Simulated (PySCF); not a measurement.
Vertical excitations of a molecule C2H8GeN2 from PySCF 2.14.0 with TDA-PBE/def2-SVPD, as energy in eV (oscillator strength): 4.36 (0.002), 4.72 (0.046), 5.57 (0.059), 5.76 (0.041), 6.16 (0.006), 6.30 (0.006), 6.35 (0.009), 6.40 (0.012), 6.53 (0.013), 6.55 (0.013). Lowest triplet (TDA): 4.11 eV. Coordinates come from a B3LYP-D3(BJ)/def2-SVP optimisation. The values are those of a single conformer.

Task: Identify the compound among the candidates.
(A) [NH2][GeH]1[CH2]N[CH2]1
(B) C=[CH][GeH]([NH2])[NH2]
(C) C[N](C)[Ge][NH2]
(D) NC/C=[N]/[GeH3]

Result: B, C=[CH][GeH]([NH2])[NH2]
